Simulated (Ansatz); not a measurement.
`C=[C](F)[GeH3]` + H₂S → `[SH][GeH3]` + `C=CF` at 600 K and 1 bar (ligand exchange at a Ge–C bond).

Isolated molecules relaxed with PBE0-D4/def2-TZVP in Ansatz; ΔE leaves out vibrations. CBS: MP2 limit from def2 TZ/QZ plus the TZ coupled-cluster correction, frozen cores. This one scheme is used for every species. For Ge outer-core shells are correlated without core-valence functions, which leaves a few kJ/mol of doubt a bond. Scalar relativity is left out up to krypton.

```tsv
species	CCSD(T)/CBS energy (Eh)	H − E (kJ/mol)	S (J/(mol·K))
`C=[C](F)[GeH3]`	-2254.97045	203.7	399.6
H₂S	-398.97279	60.8	230.9
`[SH][GeH3]`	-2476.30083	123.6	342.5
`C=CF`	-177.66469	146.9	296.5
```

H − E and S are ideal-gas, rigid-rotor, harmonic terms from PBE0-D4/def2-TZVP. 1 Eh = 2625.50 kJ/mol, R = 8.31446 J/(mol·K).

By hand: ΔE, ΔH, ΔS and ΔG.

ΔE = (-2476.30083) + (-177.66469) − (-2254.97045) − (-398.97279) = -0.02228 Eh = -58.5 kJ/mol. Δ(H − E) = 123.6 + 146.9 − 203.7 − 60.8 = 6.0, so ΔH = -52.5 kJ/mol. ΔS = 342.5 + 296.5 − 399.6 − 230.9 = 8.5 J/(mol·K). ΔG = -52.5 − 600 × (8.5)/1000 = -57.6 kJ/mol.

By hand: the equilibrium constant, and the temperature at which ΔG would vanish if ΔH and ΔS stayed fixed.

log₁₀ K = −ΔG/(RT ln 10) = 5.0. ΔH and −TΔS have one sign here, so there is no such temperature.

The number of gas molecules stays the same, so ΔS is small and ΔH decides. A doubt of 5 kJ/mol in ΔE shifts log₁₀ K by 0.4 here. These are equilibria of isolated gas molecules and say nothing of rates. Largest T1 diagnostic: 0.012 (customary marks: 0.02 for closed shells, 0.045 for open ones).
